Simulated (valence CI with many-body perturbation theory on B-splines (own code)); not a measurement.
## E1 line list for Zr³⁵⁺

Level of theory: valence CI with perturbative core correlation (CI+MBPT): three valence electrons over a frozen Dirac-Fock core [He], radial functions for each j: 11 s, 11 p, 10 d, 8 f, 5 g, 2 h, with the one-electron correlation potential Σ1, the two-electron term Σ2, the three-electron term Σ3, Breit, model QED; selected CI, second order for the rest, scaled by the run's own slope (own B-spline code, finite nucleus).

The last digits are not significant, and no measured levels were compared; by estimate large intervals hold to a few tenths of a per cent, small ones and those within an open d or f shell to about a per cent.

Lines 1 to 50 of 593 in falling wavelength, among levels below 31200 × 10³ cm⁻¹, chosen from the strongest by gf and those to the six lowest levels. Wavelengths and rates use the calculated energies. Electric multipoles are in the length gauge, E1 and E2 with the static RPA response of the core. Weak lines are less certain than strong ones. Lines between different terms over intervals too small for the method are left out, as are lines whose strength nearly cancels. Where a level lies close to another of its J and parity, the split of strength between their lines is uncertain. The highest levels of a list are the least certain.

Levels are named by their leading jj configuration (3d3/2^4 stands for four electrons in 3d with j = 3/2), which in mixed levels can hold well under half, so a name can repeat and another be missing. Letters in brackets count levels of one name in rising energy.

| λ vac (Å) | Upper | Lower | A (s⁻¹) | S (a.u.) with core polarisation | S without |
| --- | --- | --- | --- | --- | --- |
| 1559 | (2s 2p1/2 4f7/2) J=7/2 [a] | (2s 2p1/2 4d5/2) J=5/2 [a] | 4.30e+07 | 6.43e-01 | 6.43e-01 |
| 1501 | (2s 2p1/2 4f7/2) J=9/2 | (2s 2p1/2 4d5/2) J=7/2 | 4.96e+07 | 8.28e-01 | 8.28e-01 |
| 1406 | (2s^2 4f7/2) J=7/2 | (2s^2 4d5/2) J=5/2 | 6.03e+07 | 6.62e-01 | 6.62e-01 |
| 1276 | (2s 2p3/2 4f7/2) J=9/2 [b] | (2s 2p3/2 4d5/2) J=7/2 [b] | 8.13e+07 | 8.33e-01 | 8.33e-01 |
| 1250 | (2s 2p3/2 4f5/2) J=7/2 [b] | (2s 2p3/2 4d3/2) J=5/2 [b] | 6.82e+07 | 5.26e-01 | 5.26e-01 |
| 1245 | (2s 2p3/2 4f5/2) J=7/2 [a] | (2s 2p3/2 4d3/2) J=5/2 [a] | 6.06e+07 | 4.62e-01 | 4.62e-01 |
| 1218 | (2p1/2^2 4f5/2) J=5/2 | (2p1/2^2 4d3/2) J=3/2 | 8.51e+07 | 4.56e-01 | 4.56e-01 |
| 1196 | (2s 2p3/2 4f5/2) J=9/2 | (2s 2p3/2 4d3/2) J=7/2 | 8.20e+07 | 6.91e-01 | 6.91e-01 |
| 1161 | (2s^2 4f5/2) J=5/2 | (2s^2 4d3/2) J=3/2 | 9.99e+07 | 4.63e-01 | 4.63e-01 |
| 1105 | (2s 2p1/2 4f5/2) J=5/2 [a] | (2s 2p1/2 4d3/2) J=3/2 [a] | 1.13e+08 | 4.52e-01 | 4.52e-01 |
| 1065 | (2s 2p1/2 4f5/2) J=7/2 | (2s 2p1/2 4d3/2) J=5/2 | 1.17e+08 | 5.60e-01 | 5.60e-01 |
| 1058 | (2s 2p3/2 4f7/2) J=11/2 | (2s 2p3/2 4d5/2) J=9/2 | 1.43e+08 | 1.00e+00 | 1.00e+00 |
| 879.9 | (2s 2p3/2 4d3/2) J=7/2 | (2s 2p3/2 4p3/2) J=7/2 | 1.20e+08 | 3.24e-01 | 3.24e-01 |
| 874.1 | (2s 2p3/2 4d5/2) J=9/2 | (2s 2p3/2 4p3/2) J=7/2 | 3.92e+08 | 1.29e+00 | 1.29e+00 |
| 843.9 | (2s 2p1/2 4d5/2) J=5/2 [a] | (2s 2p1/2 4p3/2) J=3/2 [a] | 2.60e+08 | 4.63e-01 | 4.63e-01 |
| 833.0 | (2s 2p1/2 4d5/2) J=7/2 | (2s 2p1/2 4p3/2) J=5/2 | 4.54e+08 | 1.04e+00 | 1.04e+00 |
| 813.4 | (2s 2p3/2 4d5/2) J=5/2 [b] | (2s 2p3/2 4p3/2) J=3/2 [b] | 4.09e+08 | 6.52e-01 | 6.52e-01 |
| 808.2 | (2p1/2^2 4d5/2) J=5/2 | (2p1/2^2 4p3/2) J=3/2 | 5.12e+08 | 8.00e-01 | 8.00e-01 |
| 798.9 | (2s 2p3/2 4d5/2) J=7/2 [b] | (2s 2p3/2 4p3/2) J=5/2 [b] | 4.71e+08 | 9.48e-01 | 9.48e-01 |
| 783.6 | (2s^2 4d5/2) J=5/2 | (2s^2 4p3/2) J=3/2 | 5.36e+08 | 7.64e-01 | 7.64e-01 |
| 783.2 | (2s 2p3/2 4d5/2) J=3/2 [b] | (2s 2p3/2 4p3/2) J=1/2 [b] | 3.66e+08 | 3.47e-01 | 3.47e-01 |
| 749.3 | (2s 2p1/2 4d5/2) J=5/2 [b] | (2s 2p1/2 4p3/2) J=3/2 [b] | 5.53e+08 | 6.89e-01 | 6.89e-01 |
| 747.2 | (2s 2p1/2 4d5/2) J=5/2 [a] | (2s 2p1/2 4p1/2) J=3/2 | 2.53e+08 | 3.12e-01 | 3.12e-01 |
| 746.2 | (2s 2p3/2 4p1/2) J=3/2 [a] | (2s 2p3/2 4s) J=5/2 | 4.66e+08 | 3.82e-01 | 3.82e-01 |
| 736.2 | (2s 2p3/2 4d5/2) J=7/2 [a] | (2s 2p3/2 4p3/2) J=5/2 [a] | 5.27e+08 | 8.30e-01 | 8.30e-01 |
| 732.3 | (2s 2p3/2 4d5/2) J=5/2 [a] | (2s 2p3/2 4p3/2) J=3/2 [a] | 4.01e+08 | 4.66e-01 | 4.66e-01 |
| 716.7 | (2s 2p1/2 4d5/2) J=3/2 | (2s 2p1/2 4p3/2) J=1/2 | 5.62e+08 | 4.09e-01 | 4.09e-01 |
| 707.9 | (2s 2p3/2 4p1/2) J=5/2 | (2s 2p3/2 4s) J=5/2 | 4.35e+08 | 4.57e-01 | 4.57e-01 |
| 665.5 | (2s 2p3/2 4d5/2) J=3/2 [a] | (2s 2p3/2 4p3/2) J=3/2 [a] | 4.49e+08 | 2.61e-01 | 2.61e-01 |
| 662.0 | (2s 2p1/2 4p1/2) J=1/2 [b] | (2s 2p1/2 4s) J=3/2 | 8.46e+08 | 2.42e-01 | 2.42e-01 |
| 560.6 | (2s 2p3/2 4d3/2) J=5/2 [a] | (2s 2p3/2 4p1/2) J=5/2 | 6.77e+08 | 3.53e-01 | 3.53e-01 |
| 554.9 | (2s 2p1/2 4d3/2) J=5/2 | (2s 2p1/2 4p3/2) J=3/2 [a] | 5.03e+08 | 2.55e-01 | 2.55e-01 |
| 552.5 | (2s 2p3/2 4d3/2) J=7/2 | (2s 2p3/2 4p1/2) J=5/2 | 9.68e+08 | 6.45e-01 | 6.45e-01 |
| 538.8 | (2s 2p3/2 4d3/2) J=5/2 [a] | (2s 2p3/2 4p1/2) J=3/2 [a] | 6.76e+08 | 3.13e-01 | 3.13e-01 |
| 533.9 | (2s 2p3/2 4p3/2) J=3/2 [a] | (2s 2p3/2 4s) J=3/2 [a] | 1.25e+09 | 3.75e-01 | 3.75e-01 |
| 531.5 | (2s 2p3/2 4d3/2) J=3/2 [b] | (2s 2p3/2 4p1/2) J=1/2 | 8.31e+08 | 2.46e-01 | 2.46e-01 |
| 528.5 | (2p1/2^2 4d3/2) J=3/2 | (2p1/2^2 4p1/2) J=1/2 | 7.50e+08 | 2.18e-01 | 2.19e-01 |
| 527.2 | (2s 2p3/2 4d3/2) J=5/2 [b] | (2s 2p3/2 4p1/2) J=3/2 [b] | 1.41e+09 | 6.12e-01 | 6.12e-01 |
| 526.0 | (2s 2p1/2 4d3/2) J=3/2 [a] | (2s 2p1/2 4p1/2) J=1/2 [a] | 1.47e+09 | 4.23e-01 | 4.23e-01 |
| 520.4 | (2s 2p3/2 4d3/2) J=3/2 [a] | (2s 2p3/2 4p1/2) J=3/2 [a] | 1.15e+09 | 3.21e-01 | 3.21e-01 |
| 517.3 | (2s^2 4d3/2) J=3/2 | (2s^2 4p1/2) J=1/2 | 1.54e+09 | 4.22e-01 | 4.22e-01 |
| 512.4 | (2s 2p1/2 4p3/2) J=1/2 | (2s 2p1/2 4s) J=1/2 [b] | 1.72e+09 | 2.29e-01 | 2.29e-01 |
| 511.6 | (2s 2p3/2 4d3/2) J=1/2 [a] | (2s 2p3/2 4p1/2) J=3/2 [a] | 1.55e+09 | 2.04e-01 | 2.04e-01 |
| 511.4 | (2s 2p1/2 4d3/2) J=5/2 | (2s 2p1/2 4p1/2) J=3/2 | 8.70e+08 | 3.45e-01 | 3.45e-01 |
| 496.9 | (2s 2p3/2 4p3/2) J=5/2 [b] | (2s 2p3/2 4s) J=3/2 [b] | 1.91e+09 | 6.95e-01 | 6.95e-01 |
| 489.7 | (2s 2p1/2 4p3/2) J=3/2 [b] | (2s 2p1/2 4s) J=1/2 [b] | 1.37e+09 | 3.19e-01 | 3.19e-01 |
| 483.2 | (2s 2p3/2 4d3/2) J=1/2 [b] | (2s 2p3/2 4p1/2) J=1/2 | 1.59e+09 | 1.77e-01 | 1.77e-01 |
| 479.4 | (2s 2p3/2 4p3/2) J=7/2 | (2s 2p3/2 4s) J=5/2 | 2.34e+09 | 1.02e+00 | 1.02e+00 |
| 474.8 | (2s 2p3/2 4p3/2) J=5/2 [a] | (2s 2p3/2 4s) J=3/2 [a] | 1.45e+09 | 4.58e-01 | 4.58e-01 |
| 465.4 | (2p1/2^2 4p3/2) J=3/2 | (2p1/2^2 4s) J=1/2 | 2.69e+09 | 5.35e-01 | 5.35e-01 |
